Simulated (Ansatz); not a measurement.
A structure drawn as `F[SiH](Cl)Cl`, with this starting geometry:

Cartesian coordinates in Å:
```
F 0.073 -0.259 -1.684
Si 0.056 0.067 -0.091
Cl 0.907 -1.439 1.021
Cl -1.803 0.272 0.592
H 0.767 1.359 0.162
```

The species carries charge 0 and has multiplicity 1.

**Question.** Does it keep its bonds when Ansatz relaxes it at PBE-D4/def2-SVP and then PBE0-D4/def2-TZVP?

**Answer.** Yes, every drawn bond is still there and no new one forms.

**Question.** Give the relaxed structure. (An estimate is asked.)

**Answer.** Computed: 
Z-matrix (Å, degrees):
```
Si
F 1 1.581
Cl 1 2.024 2 108.4
Cl 1 2.024 2 108.4 3 119.6
H 1 1.467 2 109.1 3 -120.2
```
All modes are real.

Atoms count as bonded under 1.1 times the sum of their covalent radii (H–H under 0.85 Å, pairs among N, O and F under 1.55 Å), and a drawn bond as lost past 1.3 times.
